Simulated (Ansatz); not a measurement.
Ansatz results at the PBE0-D4/def2-TZVP geometry: HOMO–LUMO gap (ωB97M-V/def2-TZVPP) 10.46 eV; HOMO energy (ωB97M-V/def2-TZVPP) -9.49 eV; LUMO energy (ωB97M-V/def2-TZVPP) 0.97 eV.

Q: Which molecule gave them?
A. `C[Se]C#N`
B. `[SeH]C1=NC1`
C. `C1=NC[Se]1`
D. `[OH][GaH][Si](F)(F)F`

A: A. The others give `[SeH]C1=NC1`: 10.86, -9.46, 1.40; `C1=NC[Se]1`: 9.89, -9.00, 0.89; `[OH][GaH][Si](F)(F)F`: 10.26, -10.67, -0.41.
